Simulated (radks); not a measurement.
Valence configurations of Ti3+ (all share [Ar]). All-electron calculation, non-relativistic Kohn-Sham, r2SCAN, spin-polarised, spherical densities, point nucleus; open shells are filled with parallel spins first; meta-GGA in the generalised Kohn-Sham scheme. Program: a radial shooting solver on a logarithmic mesh with Libxc functionals. Energies are relative to 3d1; eigenvalues in eV for spin up.

valence      E (eV)  moment (Bohr magnetons)    e(3d)    e(4p)    e(4s)
3d1           0.000                        1  -34.958        -        -
4p1          16.198                        1        -  -24.079        -
4s1          10.321                        1        -        -  -29.641
3d0.5 4p0.5   7.735                        1  -38.428  -22.306        -

NIST lists [Ar] 3d1 as the ground configuration; this level of theory agrees among the configurations tried. The energies are those of spherical high-spin densities, not of single terms.
